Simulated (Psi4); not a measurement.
Two rigid molecules brought together: HCl ··· H4Si (SMILES Cl and [SiH4]), singlet. Monomers: optimised at B3LYP-D3(BJ) (def2-TZVP), held rigid. Orientation: a random orientation, not optimised. Only R, the distance of the centres of mass, is varied, so the lowest point isn't the relaxed dimer.

Geometry at R = 4.35 Å (first 2 atoms: monomer A):
```
7

Cl     0.6410     0.0000     0.0000
H     -0.6410     0.0000     0.0000
Si    -2.1103     0.9947     3.2492
H     -0.8790     1.0259     2.4280
H     -2.1808     2.2182     4.0795
H     -2.0878    -0.1969     4.1272
H     -3.2936     0.9317     2.3620
```

- PBE/def2-TZVP, counterpoise-corrected (Psi4)
- PBE-D3(BJ)/def2-TZVP, counterpoise-corrected (Psi4)
- CCSD(T)/aug-cc-pVDZ = DF-CCSD(T)/aug-cc-pVDZ, frozen core, counterpoise-corrected (Psi4 1.11)

Interaction energies in kJ/mol; the last columns give the difference from CCSD(T):

```csv
R / Å,PBE/def2-TZVP,PBE-D3(BJ)/def2-TZVP,CCSD(T)/aug-cc-pVDZ,PBE/def2-TZVP − CCSD(T)/aug-cc-pVDZ,PBE-D3(BJ)/def2-TZVP − CCSD(T)/aug-cc-pVDZ
3.77,12.77,8.95,15.60,-2.83,-6.65
3.94,6.67,3.27,7.89,-1.22,-4.62
4.16,2.43,-0.45,2.58,-0.16,-3.03
4.35,0.63,-1.82,0.41,0.22,-2.23
4.53,-0.21,-2.28,-0.54,0.34,-1.73
4.74,-0.60,-2.28,-0.95,0.34,-1.33
5.07,-0.65,-1.83,-0.94,0.29,-0.89
5.37,-0.50,-1.35,-0.75,0.24,-0.60
5.82,-0.26,-0.78,-0.47,0.21,-0.31
6.59,-0.05,-0.28,-0.20,0.15,-0.08
7.52,0.00,-0.10,-0.08,0.08,-0.02
8.86,0.00,-0.03,-0.03,0.03,0.00
```

PBE/def2-TZVP is furthest from CCSD(T)/aug-cc-pVDZ at 3.77 (-2.83 kJ/mol, below); its mean absolute difference over the points is 0.51 kJ/mol.

PBE-D3(BJ)/def2-TZVP is furthest from CCSD(T)/aug-cc-pVDZ at 3.77 (-6.65 kJ/mol, below); its mean absolute difference over the points is 1.79 kJ/mol.
